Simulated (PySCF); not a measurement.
PGME (C4H10O2), SMILES COCC(C)O.

Coordinates come from a PBE0-D3(BJ)/def2-SVP optimisation. One conformer was computed; it need not be the lowest.

The numbers are results of PySCF with PBE0-D3(BJ)/def2-SVP, not measurements.

Harmonic, unscaled wavenumbers; measured fundamentals usually lie a few per cent lower.

```
mode  ν (cm⁻¹)  IR (km/mol)  moving atoms (share of kinetic energy)
----  --------  -----------  --------------------------------------
1           91          1.2                  C 39 %, H 30 %, O 30 %
2          132          2.9                  H 53 %, O 25 %, C 22 %
3          184          1.2                  C 50 %, H 30 %, O 20 %
4          229          0.3                                  H 96 %
5          238          5.2                          H 69 %, O 26 %
6          349          7.1                  O 39 %, C 34 %, H 28 %
7          390          1.3                  O 41 %, H 31 %, C 29 %
8          489         41.1                          H 68 %, C 24 %
9          493         71.8                  H 52 %, C 33 %, O 15 %
10         537         32.3                  C 42 %, H 39 %, O 19 %
11         882          4.6                  H 48 %, C 40 %, O 12 %
12         946          6.0                  H 62 %, C 25 %, O 13 %
13         951          1.9                          H 61 %, C 33 %
14        1036         56.2                  C 51 %, H 27 %, O 23 %
15        1103         20.5                          H 50 %, C 45 %
16        1151          7.7                          H 53 %, C 45 %
17        1182         16.5                   H 64 %, C 27 %, O 8 %
18        1195         21.6                  H 49 %, C 34 %, O 17 %
19        1229         37.5                  C 42 %, H 38 %, O 20 %
20        1253        166.6                  O 44 %, C 38 %, H 18 %
21        1267         15.2                          H 84 %, C 10 %
22        1288         54.8                           H 87 %, C 8 %
23        1352         57.8                          H 76 %, C 21 %
24        1382          8.1                          H 78 %, C 21 %
25        1411         22.8                          H 73 %, C 26 %
26        1445         11.0                          H 86 %, C 13 %
27        1458          5.2                                  H 94 %
28        1462          6.9                           H 90 %, C 9 %
29        1471         11.5                          H 82 %, C 18 %
30        1476         19.2                                  H 93 %
31        1480          9.3                          H 70 %, C 28 %
32        1503          2.3                          H 88 %, C 11 %
33        2979         27.5                                  H 93 %
34        2984         47.3                                  H 95 %
35        2997         71.6                                  H 97 %
36        3040         78.2                          H 90 %, C 10 %
37        3062         13.6                                  H 97 %
38        3064         38.7                          H 90 %, C 10 %
39        3159         19.7                           H 91 %, C 9 %
40        3160         18.2                          H 90 %, C 10 %
41        3171         11.0                          H 90 %, C 10 %
42        3828         70.5                                  H 94 %
```
